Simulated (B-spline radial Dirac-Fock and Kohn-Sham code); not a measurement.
Dipole and non-dipole photoemission parameters of Ag⁺ 3d3/2

System: silver as Ag⁺ in the configuration 1s2 2s2 2p6 3s2 3p6 3d10 4s2 4p6 4d10; threshold 391.0 eV (orbital energy of the model). The computed values come from a radial B-spline solver: Dirac-Hartree-Slater photoionisation with a Latter tail; cross sections with all multipoles, angular parameters from the dipole term and its interference with E2.

For linearly polarised light dσ/dΩ = σ/(4π) [1 + β P₂(cos θ) + (δ + γ cos²θ) sin θ cos φ], with θ from the polarisation vector and φ the angle between the beam and the projection of the electron momentum on the plane normal to the polarisation.

```tsv
hν (eV)	σ (kb)	β	γ	δ
566	1110	0.605	-0.058	0.009
658	825	0.820	-0.054	0.017
667	801	0.836	-0.053	0.018
912	?	?	?	?
1000	303	1.147	0.057	0.038
1050	266	1.166	0.078	0.040
1486.9	101	1.237	0.261	0.057
1600	81.2	1.239	0.306	0.061
2090	36.0	1.217	0.481	0.077
3070	10.4	1.126	0.750	0.109
5390	1.47	0.926	1.142	0.190
6910	0.591	0.828	1.302	0.242
7010	0.560	0.822	1.310	0.245
8047.8	0.333	0.767	1.391	0.280
10900	0.103	0.648	1.547	0.371
12000	0.0709	0.611	1.590	0.405
13100	0.0501	0.578	1.626	0.438
```

Question: Give the values at 912 eV.

Answer: σ = 384 kb, β = 1.101, γ = 0.022, δ = 0.034.
